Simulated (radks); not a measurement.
Values are calculated unless marked as measured or tabulated.
Eu4+, 59 electrons, occupied as [Kr] 4d10 4f5 5s1.75 5p6 5f0.25 (fractional occupations, a model configuration).

Code: a radial shooting solver on a logarithmic mesh with Libxc functionals. Model: scalar-relativistic Kohn-Sham, PBE, spin-polarised, spherical densities, finite nucleus; open shells are filled with parallel spins first (spin-orbit coupling, left out, can overturn this in heavy ions); Fermi nuclear charge, rms radius 5.1115 fm.

Energy parts (eV):
| part | energy |
|---|---|
| total | -294964.11 |
| kinetic | 315975.80 |
| electron-nucleus | -715767.76 |
| Hartree | 111365.83 |
| exchange-correlation | -6537.98 |

Orbitals (lengths in bohr, moments of r in powers of bohr; r(90%) holds 90 % of the orbital's charge):
orbital,occ.,eigenvalue (eV),r(90%)
1s up,1,-48416.70,0.0403
1s down,1,-48416.67,0.0403
2s up,1,-7997.088,0.147
2s down,1,-7997.036,0.147
2p up,3,-7131.498,0.137
2p down,3,-7131.457,0.137
3s up,1,-1805.224,0.366
3s down,1,-1803.226,0.366
3p up,3,-1535.792,0.371
3p down,3,-1533.804,0.371
3d up,5,-1175.155,0.352
3d down,5,-1173.625,0.352
4s up,1,-404.5787,0.810
4s down,1,-399.8602,0.810
4p up,3,-315.5797,0.866
4p down,3,-310.8930,0.867
4d up,5,-191.4420,0.970
4d down,5,-186.7964,0.971
5s up,1,-92.0192,1.86
5s down,0.75,-89.4601,1.89
5p up,3,-68.5602,2.13
5p down,3,-66.5769,2.16
4f up,5,-56.6568,1.35
4f down,0,-52.3413,1.39
5f up,0.25,-17.7190,5.24

The highest occupied level is 5f up at -17.719 eV. The configuration is held as typed, so some empty levels lie below it. Spin moment in Bohr magnetons: 5.5. Summed over all electrons, <r^2> = 35.25 bohr^2, which gives a Langevin (diamagnetic) susceptibility term of -27.9 x 10^-6 cm^3/mol. The density falls to 0.001 e/bohr^3 at r = 3.34 bohr. The electron density at the nucleus is 6.057e+05 e/bohr^3 (large components only). The spin density at the nucleus is 75.59 e/bohr^3 (1s 0.27, 2s -0.57, 3s -12.02, 4s 1.80, 5s 86.12).
